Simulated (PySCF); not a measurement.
Working out the ionisation energy of Fe⁺

Fe⁺ [Ar] 3d6 4s1 (6D) → Fe²⁺ [Ar] 3d6 (5D). Computed with PySCF 2.14 in x2c-TZVPall (6s5p4d1f, 48 functions), with scalar relativity by spin-free X2C-1e. Frozen: [Ar]. Energies in hartree (1 hartree = 27.21139 eV):

```tsv
part	Fe⁺ (lower)	Fe²⁺ (upper)
UHF	-1271.099891	-1270.537494
MP2 opposite-spin	-0.045654	-0.041058
MP2 same-spin	-0.068790	-0.056651
```

Task: What does Hartree-Fock give?

Result: (-1270.537494) − (-1271.099891) = 0.562397 hartree = 15.304 eV.

Task: What do MP2 and SCS-MP2 (6/5 opposite-spin, 1/3 same-spin) give?

Result: The opposite-spin parts differ by 0.125 eV and the same-spin parts by 0.330 eV. MP2: 15.304 + (0.125) + (0.330) = 15.759 eV. SCS-MP2: 15.304 + 1.2 × (0.125) + (0.330)/3 = 15.564 eV.

Reference: 16.199 eV (measured; NIST Atomic Spectra Database, ionization energies), between the lowest levels; spin-orbit coupling is absent from the calculation.

What remains against the reference includes basis incompleteness, the frozen core and correlation beyond second order.
